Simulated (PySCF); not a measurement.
Si(Cl)2(Me)(NH2) (CH5Cl2NSi), SMILES Cl[Si](Cl)(C)N.

The structure is a stationary point at PBE-D3(BJ)/def2-SVP. One conformer was computed; it need not be the lowest.

Method: PBE-D3(BJ)/def2-SVP (PySCF).

Frequencies are harmonic and unscaled.

```json
[
 {"mode": "1", "ν (cm⁻¹)": "130", "IR (km/mol)": "10.3", "moving atoms (share of kinetic energy)": "H 47 %, Cl 35 %, C 9 %"},
 {"mode": "2", "ν (cm⁻¹)": "145", "IR (km/mol)": "0.8", "moving atoms (share of kinetic energy)": "H 91 %"},
 {"mode": "3", "ν (cm⁻¹)": "158", "IR (km/mol)": "2.2", "moving atoms (share of kinetic energy)": "Cl 28 %, H 28 %, C 27 %, N 15 %"},
 {"mode": "4", "ν (cm⁻¹)": "207", "IR (km/mol)": "0.6", "moving atoms (share of kinetic energy)": "H 41 %, Cl 38 %, Si 10 %, C 9 %"},
 {"mode": "5", "ν (cm⁻¹)": "223", "IR (km/mol)": "7.1", "moving atoms (share of kinetic energy)": "H 25 %, Cl 22 %, Si 21 %, C 19 %, N 12 %"},
 {"mode": "6", "ν (cm⁻¹)": "246", "IR (km/mol)": "6.5", "moving atoms (share of kinetic energy)": "Cl 32 %, N 26 %, H 24 %, Si 12 %"},
 {"mode": "7", "ν (cm⁻¹)": "279", "IR (km/mol)": "21.5", "moving atoms (share of kinetic energy)": "H 41 %, N 32 %, Cl 11 %, Si 10 %"},
 {"mode": "8", "ν (cm⁻¹)": "446", "IR (km/mol)": "111.9", "moving atoms (share of kinetic energy)": "H 64 %, N 28 %"},
 {"mode": "9", "ν (cm⁻¹)": "463", "IR (km/mol)": "67.3", "moving atoms (share of kinetic energy)": "Cl 50 %, Si 21 %, C 11 %, H 10 %"},
 {"mode": "10", "ν (cm⁻¹)": "551", "IR (km/mol)": "168.7", "moving atoms (share of kinetic energy)": "Si 53 %, Cl 33 %, H 11 %"},
 {"mode": "11", "ν (cm⁻¹)": "702", "IR (km/mol)": "41.1", "moving atoms (share of kinetic energy)": "C 35 %, H 34 %, Si 26 %"},
 {"mode": "12", "ν (cm⁻¹)": "735", "IR (km/mol)": "8.6", "moving atoms (share of kinetic energy)": "H 68 %, C 17 %, N 11 %"},
 {"mode": "13", "ν (cm⁻¹)": "785", "IR (km/mol)": "79.6", "moving atoms (share of kinetic energy)": "H 68 %, C 21 %, Si 9 %"},
 {"mode": "14", "ν (cm⁻¹)": "856", "IR (km/mol)": "97.0", "moving atoms (share of kinetic energy)": "H 65 %, Si 16 %, N 13 %"},
 {"mode": "15", "ν (cm⁻¹)": "881", "IR (km/mol)": "130.9", "moving atoms (share of kinetic energy)": "Si 42 %, N 36 %, H 18 %"},
 {"mode": "16", "ν (cm⁻¹)": "1223", "IR (km/mol)": "28.2", "moving atoms (share of kinetic energy)": "H 77 %, C 22 %"},
 {"mode": "17", "ν (cm⁻¹)": "1375", "IR (km/mol)": "4.7", "moving atoms (share of kinetic energy)": "H 96 %"},
 {"mode": "18", "ν (cm⁻¹)": "1378", "IR (km/mol)": "3.2", "moving atoms (share of kinetic energy)": "H 96 %"},
 {"mode": "19", "ν (cm⁻¹)": "1488", "IR (km/mol)": "48.3", "moving atoms (share of kinetic energy)": "H 89 %, N 10 %"},
 {"mode": "20", "ν (cm⁻¹)": "2984", "IR (km/mol)": "0.4", "moving atoms (share of kinetic energy)": "H 97 %"},
 {"mode": "21", "ν (cm⁻¹)": "3085", "IR (km/mol)": "1.1", "moving atoms (share of kinetic energy)": "H 91 %, C 9 %"},
 {"mode": "22", "ν (cm⁻¹)": "3100", "IR (km/mol)": "0.4", "moving atoms (share of kinetic energy)": "H 91 %, C 9 %"},
 {"mode": "23", "ν (cm⁻¹)": "3478", "IR (km/mol)": "30.4", "moving atoms (share of kinetic energy)": "H 96 %"},
 {"mode": "24", "ν (cm⁻¹)": "3575", "IR (km/mol)": "29.9", "moving atoms (share of kinetic energy)": "H 91 %, N 9 %"}
]
```
